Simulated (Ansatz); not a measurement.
[closo-1-(OH)B7H6]2- (B7OH7²⁻). Charge -2, multiplicity 1. Geometry PBE0-D4/def2-SVPD, basis def2-TZVPD, Ansatz.

```csv
run,HOMO (eV),LUMO (eV)
A,0.13,6.94
B,1.39,6.45
C,3.45,6.21
D,3.57,5.69
E,2.57,6.10
F,3.40,5.72
```

LC-ωPBE has ω = 0.4 bohr⁻¹. A multiply charged anion in the gas phase is held together partly by the finite basis.

**Question.** The runs used CAM-B3LYP, LC-ωPBE, LDA (SPW92), PBE, PBE0, r2SCAN. Estimate which is which.

**Answer.** A LC-ωPBE (range-separated); B CAM-B3LYP (range-separated); C r2SCAN (0 % exact exchange); D PBE (0 % exact exchange); E PBE0 (25 % exact exchange); F LDA (SPW92) (0 % exact exchange). Exact exchange lowers occupied and raises empty levels; among semilocal functionals meta-GGAs tend to open the gap a little, and such runs are hard to tell apart. The gap grows from 2.13 eV (PBE) to 6.81 eV (LC-ωPBE). At LC-ωPBE/def2-TZVPD, CAM-B3LYP-D4/def2-TZVPD, r2SCAN-D4/def2-TZVPD, PBE-D4/def2-TZVPD and others the highest occupied level of the charge -2 singlet lies above zero (up to 3.57 eV). The electron is either unbound and held by the finite basis, or the level is raised by self-interaction error.
